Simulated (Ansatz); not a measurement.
The inner images of a band of AlBrClF2H (6 atoms, charge 0, multiplicity 1) are given out of order.

Level of theory: Ansatz, RKS B3LYP/def2-SVP.

First end point:

```xyz
6
Properties=species:S:1:pos:R:3
Al -0.395 -0.485 -0.505
Br 1.586 -1.477 -0.035
F -0.567 0.284 -1.964
F -1.759 -1.050 0.251
H 1.150 1.136 1.303
Cl -0.014 1.592 0.949
```

Last end point:

```xyz
6
Properties=species:S:1:pos:R:3
Al -0.759 0.039 -0.385
Br 1.674 -0.965 0.321
F -0.499 0.129 -2.020
F -1.692 -1.204 0.194
H 1.878 0.202 1.131
Cl -0.602 1.799 0.759
```

Put them in order from the first end to the last, with their energies above the first end.
A.
```xyz
6
Properties=species:S:1:pos:R:3
Al -0.531 -0.175 -0.392
Br 1.667 -1.025 0.280
F -0.533 0.253 -1.992
F -1.742 -1.103 0.256
H 1.167 0.469 0.911
Cl -0.029 1.582 0.936
```
B.
```xyz
6
Properties=species:S:1:pos:R:3
Al -0.431 -0.376 -0.459
Br 1.626 -1.235 0.132
F -0.560 0.284 -1.972
F -1.760 -1.058 0.258
H 1.095 0.794 1.068
Cl 0.030 1.590 0.973
```
C.
```xyz
6
Properties=species:S:1:pos:R:3
Al -0.601 -0.081 -0.372
Br 1.698 -0.987 0.318
F -0.515 0.215 -2.001
F -1.720 -1.138 0.242
H 1.306 0.354 0.916
Cl -0.167 1.636 0.896
```
D.
```xyz
6
Properties=species:S:1:pos:R:3
Al -0.411 -0.438 -0.484
Br 1.608 -1.352 0.052
F -0.570 0.284 -1.969
F -1.764 -1.052 0.251
H 1.130 0.963 1.188
Cl 0.006 1.594 0.963
```
E.
```xyz
6
Properties=species:S:1:pos:R:3
Al -0.469 -0.284 -0.424
Br 1.648 -1.113 0.218
F -0.546 0.270 -1.983
F -1.753 -1.080 0.258
H 1.091 0.634 0.969
Cl 0.030 1.572 0.962
```
F.
```xyz
6
Properties=species:S:1:pos:R:3
Al -0.670 -0.019 -0.371
Br 1.713 -0.986 0.326
F -0.504 0.179 -2.008
F -1.704 -1.168 0.226
H 1.483 0.298 0.976
Cl -0.319 1.697 0.851
```
G.
```xyz
6
Properties=species:S:1:pos:R:3
Al -0.719 0.014 -0.380
Br 1.698 -0.980 0.321
F -0.504 0.152 -2.017
F -1.699 -1.187 0.208
H 1.680 0.254 1.062
Cl -0.456 1.747 0.806
```

D (+1.2 kJ/mol), B (+5.7 kJ/mol), E (+15.9 kJ/mol), A (+25.2 kJ/mol), C (+16.3 kJ/mol), F (+7.2 kJ/mol), G (+2.9 kJ/mol).

Time of the run: 97 s on 2 threads of Intel(R) Xeon(R) 6975P-C (Granite Rapids), on a shared host, peak memory 0.25 GiB.
